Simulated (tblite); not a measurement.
C₆H₁₂FNSi₂.
SMILES with atom numbers: `[CH2:1]=[CH:2][C@@H:3]1[CH:4]=[C:5]([N:6]([SiH3:7])[SiH3:8])[C@@H:9]1[F:10]` (hydrogens: H11, H12 on C1; H13 on C2; H14 on C3; H15 on C4; H16, H17, H18 on Si7; H19, H20, H21 on Si8; H22 on C9)

Computed with GFN2-xTB (tblite), gas phase: L-BFGS steps from a force-field or distance-geometry start until the largest atomic force falls under 0.01 eV/Å.

Step 69: E = -818.1055 eV
```
atom  x, y, z in Å  |  force x, y, z in eV/Å
C1      2.8408   -0.8133    0.8405   -0.022  -0.081   0.007
C2      2.9046    0.0573   -0.1504    0.002  -0.053  -0.018
C3      1.6999    0.6346   -0.8244   -0.025  -0.041  -0.042
C4      0.6458    1.2363    0.0816   -0.009   0.043  -0.011
C5     -0.2864    0.3135   -0.1908   -0.040   0.034  -0.045
N6     -1.5787    0.0771    0.1955   -0.009  -0.040  -0.005
Si7    -2.3308    1.2946    1.2124   -0.007  -0.028  -0.048
Si8    -2.3632   -1.3765   -0.4081    0.024  -0.007   0.016
C9      0.5763   -0.3792   -1.2169   -0.072  -0.031   0.011
F10     0.8450   -1.7118   -1.0217    0.028   0.006  -0.001
H11     3.7215   -1.2373    1.2924    0.012   0.062  -0.004
H12     1.8957   -1.1698    1.2168    0.027   0.051   0.031
H13     3.8611    0.3898   -0.5322   -0.011  -0.004   0.025
H14     1.9978    1.2672   -1.6648    0.024   0.029   0.000
H15     0.6810    2.1152    0.6936   -0.013   0.002   0.053
H16    -1.5319    1.4748    2.4218    0.045  -0.015   0.017
H17    -2.4160    2.5393    0.4463    0.046   0.023  -0.013
H18    -3.6611    0.7858    1.5172   -0.012  -0.016   0.020
H19    -2.5920   -1.1983   -1.8477    0.026  -0.020   0.021
H20    -3.6303   -1.4500    0.3151    0.035   0.006  -0.030
H21    -1.5224   -2.5370   -0.1228   -0.032   0.056  -0.011
H22     0.2330   -0.2931   -2.2543   -0.019   0.024   0.027
```

Step 70: E = -818.1074 eV
```
atom  x, y, z in Å  |  force x, y, z in eV/Å
C1      2.8311   -0.8153    0.8374   -0.036  -0.078  -0.003
C2      2.9033    0.0500   -0.1577   -0.031  -0.035  -0.008
C3      1.6987    0.6426   -0.8204   -0.027  -0.016  -0.047
C4      0.6443    1.2361    0.0908    0.001   0.003  -0.003
C5     -0.2888    0.3170   -0.1906    0.003   0.006  -0.034
N6     -1.5793    0.0749    0.1973   -0.006  -0.047  -0.025
Si7    -2.3309    1.2969    1.2073   -0.009  -0.024  -0.036
Si8    -2.3532   -1.3877   -0.3989    0.024  -0.013   0.022
C9      0.5733   -0.3667   -1.2235   -0.053  -0.014  -0.025
F10     0.8443   -1.7013   -1.0453    0.014   0.020   0.014
H11     3.7059   -1.2597    1.2792    0.030   0.060   0.013
H12     1.8813   -1.1473    1.2260    0.042   0.049   0.017
H13     3.8623    0.3633   -0.5511   -0.038  -0.017   0.024
H14     1.9963    1.2896   -1.6502    0.028   0.001  -0.014
H15     0.6803    2.1066    0.7135   -0.011   0.026   0.063
H16    -1.5423    1.4793    2.4236    0.046  -0.018   0.014
H17    -2.3992    2.5363    0.4324    0.038   0.040  -0.012
H18    -3.6644    0.7953    1.5054   -0.030  -0.021   0.020
H19    -2.5649   -1.2270   -1.8445    0.027  -0.025   0.051
H20    -3.6268   -1.4526    0.3156    0.048   0.003  -0.046
H21    -1.5102   -2.5421   -0.0875   -0.049   0.075  -0.022
H22     0.2286   -0.2688   -2.2599   -0.012   0.026   0.035
```

Step 71: E = -818.1092 eV
```
atom  x, y, z in Å  |  force x, y, z in eV/Å
C1      2.8252   -0.8174    0.8352   -0.043  -0.050  -0.002
C2      2.8998    0.0446   -0.1618   -0.033  -0.007  -0.023
C3      1.6964    0.6465   -0.8187   -0.034   0.018  -0.032
C4      0.6419    1.2358    0.0953    0.001  -0.016   0.011
C5     -0.2921    0.3192   -0.1921    0.032  -0.017  -0.005
N6     -1.5808    0.0722    0.1966    0.010  -0.012  -0.020
Si7    -2.3297    1.2970    1.2032   -0.014  -0.008  -0.013
Si8    -2.3474   -1.3943   -0.3946    0.015  -0.005   0.027
C9      0.5692   -0.3599   -1.2270   -0.005   0.013  -0.052
F10     0.8432   -1.6949   -1.0585    0.001   0.011   0.027
H11     3.6964   -1.2713    1.2706    0.079   0.040   0.037
H12     1.8759   -1.1317    1.2351   -0.009   0.017   0.024
H13     3.8598    0.3474   -0.5606   -0.038  -0.021   0.006
H14     1.9960    1.3039   -1.6398    0.021  -0.031  -0.028
H15     0.6782    2.1006    0.7258   -0.008   0.031   0.056
H16    -1.5444    1.4795    2.4226    0.038  -0.021   0.004
H17    -2.3853    2.5334    0.4231    0.029   0.044  -0.008
H18    -3.6649    0.7997    1.4987   -0.039  -0.018   0.020
H19    -2.5459   -1.2417   -1.8416    0.015  -0.030   0.034
H20    -3.6227   -1.4529    0.3158    0.030  -0.004  -0.047
H21    -1.5030   -2.5410   -0.0669   -0.034   0.040  -0.020
H22     0.2237   -0.2554   -2.2615   -0.016   0.025   0.003
```

Question: Estimate the geometry and energy of step 72. (The exact step hangs on the optimiser's Hessian estimate; all steps are aligned on step 71, rigid shifts and turns removed.)

Answer: E = -818.1103 eV, largest force 0.075 eV/Å
```
atom  x, y, z in Å  |  force x, y, z in eV/Å
C1      2.8183   -0.8198    0.8330   -0.002  -0.009  -0.018
C2      2.8978    0.0393   -0.1671   -0.042  -0.008  -0.006
C3      1.6955    0.6526   -0.8175   -0.010   0.029  -0.010
C4      0.6417    1.2345    0.1029   -0.008  -0.019   0.014
C5     -0.2928    0.3203   -0.1934    0.059  -0.002   0.018
N6     -1.5810    0.0702    0.1942    0.012   0.004  -0.010
Si7    -2.3298    1.2968    1.1976   -0.012   0.012   0.016
Si8    -2.3425   -1.4018   -0.3872    0.012   0.009   0.005
C9      0.5677   -0.3512   -1.2332    0.022   0.043  -0.044
F10     0.8439   -1.6870   -1.0739   -0.013   0.021   0.022
H11     3.6885   -1.2830    1.2622    0.052   0.042   0.034
H12     1.8680   -1.1147    1.2440   -0.013  -0.003   0.019
H13     3.8598    0.3286   -0.5725   -0.064  -0.030   0.003
H14     1.9964    1.3200   -1.6309    0.013  -0.057  -0.022
H15     0.6785    2.0941    0.7433   -0.010  -0.015   0.018
H16    -1.5494    1.4795    2.4223    0.021  -0.026  -0.021
H17    -2.3741    2.5321    0.4138    0.024   0.035   0.003
H18    -3.6676    0.8032    1.4893   -0.032  -0.012   0.016
H19    -2.5305   -1.2622   -1.8373    0.013  -0.033   0.041
H20    -3.6204   -1.4513    0.3176    0.014  -0.010  -0.045
H21    -1.5004   -2.5432   -0.0420   -0.016   0.016  -0.017
H22     0.2220   -0.2375   -2.2660   -0.020   0.013  -0.015
```

The energy changes by -0.0011 eV. The first-order estimate −F·Δx gives -0.0017 eV and the mean of the old and new forces, exact on a quadratic surface, -0.0011 eV. The step makes an angle of 84° with the force vector and moves no atom by more than 0.026 Å.

What follows is the cost of the whole relaxation. The run took 2.2 s of wall time on Arm Neoverse V1, one thread, shared host.
